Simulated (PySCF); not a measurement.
In(Et)(OH)2 (C2H7InO2), SMILES C[CH2][In]([OH])[OH].

Coordinates come from a PBE-D3(BJ)/def2-SVP optimisation. The structure was generated by enumeration; whether it is a known compound was not checked. The def2 effective core potentials stand for the cores of In; spin–orbit coupling is left out. The values are those of a single conformer.

All values below come from PBE-D3(BJ)/def2-SVP (PySCF).

Frequencies are harmonic and unscaled.

| mode | ν (cm⁻¹) | IR (km/mol) | moving atoms (share of kinetic energy) |
|---|---|---|---|
| 1 | 15 | 1.2 | H 43 %, C 35 %, O 21 % |
| 2 | 60 | 2.9 | O 45 %, C 25 %, H 16 %, In 14 % |
| 3 | 105 | 8.9 | O 44 %, In 28 %, H 20 %, C 8 % |
| 4 | 133 | 17.7 | O 78 %, H 11 %, In 9 % |
| 5 | 226 | 5.0 | C 62 %, H 22 %, In 13 % |
| 6 | 230 | 1.4 | H 86 %, C 10 % |
| 7 | 257 | 94.2 | H 93 % |
| 8 | 323 | 70.8 | H 92 % |
| 9 | 454 | 4.0 | C 67 %, H 21 % |
| 10 | 559 | 65.8 | O 82 %, In 14 % |
| 11 | 574 | 65.9 | O 83 %, In 14 % |
| 12 | 624 | 14.8 | H 83 %, C 17 % |
| 13 | 769 | 62.0 | H 94 % |
| 14 | 813 | 73.7 | H 92 % |
| 15 | 914 | 0.4 | H 91 %, C 8 % |
| 16 | 938 | 7.4 | H 83 %, C 16 % |
| 17 | 1030 | 5.0 | C 75 %, H 25 % |
| 18 | 1139 | 27.9 | H 68 %, C 32 % |
| 19 | 1199 | 1.7 | H 76 %, C 24 % |
| 20 | 1346 | 5.4 | H 82 %, C 18 % |
| 21 | 1390 | 1.8 | H 89 %, C 11 % |
| 22 | 1421 | 1.7 | H 97 % |
| 23 | 1426 | 8.1 | H 97 % |
| 24 | 2958 | 35.1 | H 97 % |
| 25 | 2999 | 5.1 | H 95 % |
| 26 | 3034 | 14.5 | H 91 %, C 9 % |
| 27 | 3047 | 4.0 | H 91 %, C 9 % |
| 28 | 3065 | 14.2 | H 90 %, C 10 % |
| 29 | 3702 | 40.4 | H 94 % |
| 30 | 3710 | 25.0 | H 94 % |
